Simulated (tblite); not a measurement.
Species: C3H10S3Si.
Z-matrix (Å and degrees, GFN2-xTB geometry), rows numbered from 1:
```
C 
S   1  1.8127
C   2  1.8072  1   98.93
S   3  1.8196  2  114.62  1   -65.44
Si  4  2.1520  3   97.91  2   -48.21
S   5  2.1344  4  108.71  3  -167.20
C   6  1.8226  5  101.93  4    46.33
H   1  1.0845  2  106.94  3   173.64
H   1  1.0870  2  108.98  3    54.32
H   1  1.0865  2  109.38  3   -66.87
H   3  1.0878  2  109.62  1    54.36
H   3  1.0874  2  106.51  1   173.77
H   5  1.4572  4  106.22  3   -47.61
H   5  1.4485  4  111.21  3    78.71
H   7  1.0846  6  106.54  5  -176.02
H   7  1.0854  6  109.65  5    64.94
H   7  1.0854  6  109.44  5   -56.86
```

All values are computed: GFN2-xTB (tblite) harmonic vibrations without scaling, gas phase. Against measured fundamentals such values can be off by several per cent, at times by over 20. Modes of hydrogen on silicon can be 10 to 20 % off. One conformer, not necessarily the lowest.

Harmonic wavenumbers (cm⁻¹): 25.3, 40.0, 57.9, 89.5, 120.3, 123.5, 125.9, 141.2, 207.1, 247.0, 306.1, 464.5, 478.3, 551.6, 602.4, 665.4, 700.0, 709.8, 721.1, 734.9, 742.0, 807.7, 947.4, 952.0, 955.4, 961.2, 1098.4, 1176.7, 1316.6, 1319.2, 1397.4, 1440.9, 1445.1, 1447.9, 1455.3, 2297.5, 2384.2, 3000.3, 3006.9, 3019.0, 3027.7, 3032.0, 3040.3, 3062.3, 3067.0.

A = 2782, B = 575.5, C = 534.0 MHz; mass 169.971 u (most abundant isotopes); point group C1, symmetry number 1.

What is the zero-point energy?

½Σν̃ = 26756 cm⁻¹ = 76.50 kcal/mol.

Give the ideal-gas entropy at 298.15 K and 1 bar in the rigid-rotor, harmonic-oscillator model (classical rotation).

Translation 41.33, rotation 30.31, vibration 41.87: S = 113.5 cal/(mol K).

And Cp and H(298.15 K) − H(0)?

Cp = 42.05 cal/(mol K), of which vibrations give 34.10 (their classical limit is 45 R = 89.4); H(298.15 K) − H(0) = 8.23 kcal/mol without the zero-point energy, 5.86 from vibrations.

How do the functions run with temperature in this model?

| T (K) | S (cal/(mol K)) | Cp (cal/(mol K)) | H − H(0) (kcal/mol) | G − H(0) (kcal/mol) | ln q(vib) |
| --- | --- | --- | --- | --- | --- |
| 150 | 89.7 | 28.6 | 2.99 | -10.47 | 5.82 |
| 250 | 106.5 | 37.8 | 6.31 | -20.31 | 9.54 |
| 400 | 127.0 | 50.1 | 12.94 | -37.87 | 14.42 |
| 600 | 149.7 | 61.7 | 24.20 | -65.62 | 20.19 |
| 900 | 177.0 | 72.9 | 44.53 | -114.79 | 27.72 |

q(vib) and H(0) count from the zero-point level.

Blend soft modes into free rotors: weight 1/[1 + (100 cm⁻¹/ν̃)⁴] for the oscillator and the rest for a rotor with moment μB/(μ + B), μ = h/(8π²ν), B = 10⁻⁴⁴ kg m². What vibrational entropy results?

36.62 cal/(mol K) in place of 41.87, which changes −T·S at 298.15 K by +1.56 kcal/mol.

What must be added to the electronic energy to get the Gibbs energy at 298.15 K and 1 bar?

ZPE + [H(298.15 K) − H(0)] − T·S = 76.50 + 8.23 − 33.84 = 50.89 kcal/mol.

Hindered rotation and anharmonicity are outside this model. Other conformers, if any are populated, would add a mixing term that is left out. The structure is chiral; the term R ln 2 for an equal mix with its mirror image is left out.
